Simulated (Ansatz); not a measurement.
`NB(S)Cl` and `BOB(N)Cl` differ in one atom or group.

Ansatz, PBE0-D4/def2-TZVP geometries, multiplicity 1. Each molecule was computed in one conformer, which needn't be the lowest.

```json
{"property": "zero-point energy (PBE0-D4/def2-TZVP) / kJ/mol", "`NB(S)Cl`": "111.5"}
{"property": "HOMO energy (PBE0/def2-TZVPP) / eV", "`NB(S)Cl`": "-7.52"}
{"property": "HOMO–LUMO gap (B3LYP/def2-TZVPP) / eV", "`NB(S)Cl`": "7.23"}
{"property": "size of the dipole moment (B3LYP/def2-TZVPP) / D", "`NB(S)Cl`": "3.24"}
{"property": "HOMO–LUMO gap (PBE/def2-TZVPP) / eV", "`NB(S)Cl`": "5.67"}
{"property": "HOMO energy (B3LYP/def2-TZVPP) / eV", "`NB(S)Cl`": "-7.27"}
```

Q: What does the change do to each property? (Estimate.)

A: Ansatz gave: 
| property | `BOB(N)Cl` | shift |
| --- | --- | --- |
| zero-point energy (PBE0-D4/def2-TZVP) / kJ/mol | 155.0 | 43.5 |
| HOMO energy (PBE0/def2-TZVPP) / eV | -8.43 | -0.91 |
| HOMO–LUMO gap (B3LYP/def2-TZVPP) / eV | 7.09 | -0.14 |
| size of the dipole moment (B3LYP/def2-TZVPP) / D | 2.34 | -0.90 |
| HOMO–LUMO gap (PBE/def2-TZVPP) / eV | 5.20 | -0.47 |
| HOMO energy (B3LYP/def2-TZVPP) / eV | -8.16 | -0.89 |

With PBE0 the HOMO falls by 0.91 eV and the LUMO falls by 1.12 eV, so the gap narrows by about 0.21 eV. PBE moves the HOMO by -0.78 eV and ωB97M-V by -1.04 eV. The zero-point energy changes by 43.5 kJ/mol with +6 modes. Dipoles are sizes alone; their direction can turn.

B3LYP here is the variant with VWN-RPA as its local correlation; programs differ in this.
